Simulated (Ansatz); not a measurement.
```yaml
crystal:
  periodic: [false, false, false]
  atoms:
    - {symbol: C, position_ang: [2.844757, -0.288064, 1.879833]}
    - {symbol: C, position_ang: [1.641414, -0.076086, 1.113163]}
    - {symbol: N, position_ang: [0.690207, 0.096320, 0.503125]}
    - {symbol: Al, position_ang: [-0.955598, 0.469205, -0.690573]}
    - {symbol: C, position_ang: [-0.338478, -0.405703, -2.337482]}
    - {symbol: C, position_ang: [-2.370318, -0.354533, 0.407958]}
    - {symbol: O, position_ang: [-0.884436, 2.198083, -0.737606]}
    - {symbol: H, position_ang: [3.613086, 0.415300, 1.555150]}
    - {symbol: H, position_ang: [2.639237, -0.132636, 2.939950]}
    - {symbol: H, position_ang: [3.202873, -1.307360, 1.727993]}
    - {symbol: H, position_ang: [-0.086832, -1.460752, -2.183517]}
    - {symbol: H, position_ang: [-1.111625, -0.375151, -3.112745]}
    - {symbol: H, position_ang: [0.545530, 0.088418, -2.753756]}
    - {symbol: H, position_ang: [-3.350158, -0.265379, -0.074081]}
    - {symbol: H, position_ang: [-2.195884, -1.424876, 0.564784]}
    - {symbol: H, position_ang: [-2.461856, 0.106674, 1.397608]}
    - {symbol: H, position_ang: [-1.440819, 2.716141, -0.159705]}
basis:
  gaussian: {orbitals: def2-TZVPP, fitting: {mean_field: cc-pVTZ-jkfit}}
hamiltonian: {xc: {name: HF}}
correlation: {method: mp2, frozen_orbitals: {C: 0}}
output: {forces: true}
```

```sh
$ ansatz run in.yaml --threads 4 --pin off --events-out ev --progress --plain --max-ram 11315MiB
```

Shortened log:

```
Functional definition: HF
Error: "frozen_orbitals" has no count for N
```

(1) What is wrong with this run?

## Answers

(1) Frozen orbitals are typed for one element alone, and the program wants a count for each. The program refused the input.
